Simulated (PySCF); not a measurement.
ClI, SMILES ICl (connectivity only; charge and spin as stated), charge +1, multiplicity 2. Geometry optimised at B3LYP-D3(BJ)/def2-TZVP. The multiplicity is an assumed one; other spin states were not compared. The def2 effective core potentials stand for the cores of I; spin–orbit coupling is left out.

Computed with PySCF 2.14.0 with B3LYP-D3(BJ)/def2-TZVP.

Harmonic wavenumbers (cm⁻¹): 432. Rotational constants (GHz): 3.590 (linear); symmetry number 1.

### Question
Work out the zero-point energy and the ideal-gas rigid-rotor harmonic-oscillator thermochemistry at 298.15 K and 1 atm.

### Answer
ZPE = ½ Σ hcν = ½ × 432 cm⁻¹ = 2.58 kJ/mol. H − E(el) = 11.99 kJ/mol. Entropy in J/(mol K): translation 172.22, rotation 70.31, vibration 3.57, spin 5.76, total 251.86. G − E(el) = -63.10 kJ/mol. Cp = 34.96 J/(mol K).
